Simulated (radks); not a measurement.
Task: The selenium ion Se4+, [Ar] 3d10 4s2. Method: non-relativistic Kohn-Sham, PBE, spin-polarised, spherical densities, point nucleus; computed with a radial shooting solver on a logarithmic mesh with Libxc functionals. Every spin shell is full or empty, so the densities are truly spherical. Functionals are evaluated on that one density, not self-consistently. Rank these exchange functionals by their error against the exact value of the orbitals, and give that value: LDA, PBEsol, revPBE, RPBE, PW86, OPTX, AM05, SOGGA, EV93, APBE, SCAN, r2SCAN, MS2, MVS.

Result: Exact: -84.0822 hartree. From best to worst, with 100 (|E| - |E exact|)/|E exact| (equal figures are ties): RPBE -0.03, r2SCAN +0.03, MVS +0.07, revPBE -0.10, PW86 +0.19, EV93 +0.21, SCAN +0.30, MS2 -0.33, APBE +0.55, OPTX +0.94, PBEsol -2.49, SOGGA -2.51, AM05 -5.13, LDA -5.62.
